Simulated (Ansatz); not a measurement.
The cluster Au2Cl2⁺, relaxed as a doublet with UKS PBE0-D4/def2-SVP in Ansatz, starting from the GFN1-xTB geometry. Force threshold 0.02 eV/Å.

In the def2 sets Au takes a core potential; there is no spin–orbit coupling. No other spin state of charge 1 was run. Another isomer (doublet) lies 0.23 eV lower at PBE0-D4/def2-TZVP; other spin states weren't run for this one.

Start:

```xyz
4

Au   -0.848    0.138    1.166
Au    0.847   -0.139   -1.162
Cl    0.704    1.761    0.120
Cl   -0.703   -1.760   -0.123
```

| step | energy (eV) | largest force component (eV/Å) | SCF passes |
| --- | --- | --- | --- |
| 1 | -32408.1746 | 1.398 | 36 |
| 2 | -32408.3228 | 0.284 | 46 |
| 3 | -32408.3343 | 0.315 | 40 |
| 4 | -32408.3557 | 0.015 | 42 |

Force components are those of the run's own axes.

End:

```xyz
4

Au   -0.8977    0.2175    1.2739
Au    0.8973   -0.2173   -1.2741
Cl    0.6557    1.7300    0.1657
Cl   -0.6553   -1.7301   -0.1655
```

By distances, no bond broke or formed. The bond that changes most is Au2–Cl3, from 2.30 to 2.43 Å (atoms count from 1).

No frequencies were taken in this run, so the end may be a saddle point.

It took 13 s on 4 threads of Arm Neoverse V2 on a shared host.
